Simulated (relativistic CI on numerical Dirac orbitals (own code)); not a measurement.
## Line list: Electric-dipole lines, C II

Computed by Dirac-Coulomb-Breit CI, orbitals from a KLI potential per configuration, model QED, valence Slater integrals scaled by 0.85, P86 correlation energy added to each configuration (own radial code, finite nucleus).

Configuration list (outside the closed core 1s2): 2s2 2p, 2s 2p2, 2s2 3s, 2s2 3p, 2p3, 2s2 3d, 2s2 4s, 2s2 4p, 2s 2p 3s, 2s2 4d, 2s2 4f, 2s2 5s, 2s2 5p, 2s2 5d, 2s2 5f, 2s2 5g, 2p2 3s, 2s 2p 3p, 2p2 3p, 2s 2p 3d, 2p2 3d, 2s 3s2, 2s 2p 4s. Levels of other configurations are missing.

```csv
λ vac (Å),Lower,Upper,A (s⁻¹),gf,Branching (%)
694.93,2s2 2p 2P°_1/2 [1],2s2 3d 2D_3/2 [15],2.30e+09,6.67e-01,82.0
695.22,2s2 2p 2P°_3/2 [2],2s2 3d 2D_5/2 [16],2.76e+09,1.20e+00,98.5
695.22,2s2 2p 2P°_3/2 [2],2s2 3d 2D_3/2 [15],4.61e+08,1.33e-01,16.4
811.68,2s 2p2 4P_3/2 [4],2s 2p 3s 4P°_5/2 [21],3.74e+08,2.22e-01,30.0
811.84,2s 2p2 4P_1/2 [3],2s 2p 3s 4P°_3/2 [20],5.19e+08,2.05e-01,41.7
811.85,2s 2p2 4P_5/2 [5],2s 2p 3s 4P°_5/2 [21],8.73e+08,5.17e-01,70.0
811.97,2s 2p2 4P_3/2 [4],2s 2p 3s 4P°_3/2 [20],1.66e+08,6.57e-02,13.3
811.99,2s 2p2 4P_1/2 [3],2s 2p 3s 4P°_1/2 [19],2.08e+08,4.11e-02,16.7
812.12,2s 2p2 4P_3/2 [4],2s 2p 3s 4P°_1/2 [19],1.04e+09,2.05e-01,83.3
812.14,2s 2p2 4P_5/2 [5],2s 2p 3s 4P°_3/2 [20],5.61e+08,2.22e-01,45.0
899.95,2s2 2p 2P°_1/2 [1],2s 2p2 2P_3/2 [10],7.38e+08,3.59e-01,16.7
900.26,2s2 2p 2P°_1/2 [1],2s 2p2 2P_1/2 [9],2.94e+09,7.16e-01,66.5
900.43,2s2 2p 2P°_3/2 [2],2s 2p2 2P_3/2 [10],3.69e+09,1.79e+00,83.3
900.75,2s2 2p 2P°_3/2 [2],2s 2p2 2P_1/2 [9],1.48e+09,3.61e-01,33.5
1298.2,2s2 2p 2P°_1/2 [1],2s 2p2 2D_3/2 [7],3.35e+08,3.38e-01,83.5
1299.3,2s2 2p 2P°_3/2 [2],2s 2p2 2D_3/2 [7],6.63e+07,6.71e-02,16.5
1299.3,2s2 2p 2P°_3/2 [2],2s 2p2 2D_5/2 [6],4.00e+08,6.07e-01,100.0
7334.3,2s2 3p 2P°_1/2 [12],2s2 3d 2D_3/2 [15],3.60e+07,1.16e+00,1.3
7340.1,2s2 3p 2P°_3/2 [13],2s2 3d 2D_5/2 [16],4.31e+07,2.09e+00,1.5
7340.6,2s2 3p 2P°_3/2 [13],2s2 3d 2D_3/2 [15],7.19e+06,2.32e-01,0.3
```

Terms are leading LS components. Brackets give the number of a level in order of energy, since labels repeat. The list gives strong lines, with weight on those to low levels, without lines whose two gauges differ by over a factor of 2.5, among the lowest 62 of 149 levels, so that lines to higher ones, which can be the strongest, are missing, and without lines across small gaps between configurations, and without 202 lines that miss the measured interval by over 3.5 %, start from a term whose rates miss tabulated ones by over 60 %, have gauges far apart or, lacking measured levels, span too small a gap for the errors found; lines with a level outside our table were not tested and can miss by more. Levels whose partners in the same complex of configurations lie outside the list can be far off, and so can their lines. Rates are taken at the computed energies, electric ones in the length gauge.

For a near-neutral ion this model can misplace configurations by up to about 10,000 cm⁻¹ (more where the count of f electrons changes) and terms by 10 to 25 % of their spread. Rates follow the energies as ν³ (E1, M1) or ν⁵ (E2), so they and the lifetimes can be off by large factors. The fine structure of a lone outer electron comes out too small, for d and f at times inverted, and misplaced configurations move strength between like terms. 28 of the 28 excited levels that our extract of the measured tables holds in this range could be paired (the sources list more); they are missed by 4751 cm⁻¹ on average and 11728 at most, and levels without a partner can miss by more.

**Question.** From the table, what is the radiative lifetime of 2s2 3d 2D_3/2?

**Answer.** The listed rates from this level add up to about 2.81e+09 s⁻¹, 100 % of its decay; with all channels τ = 3.56e-10 s.
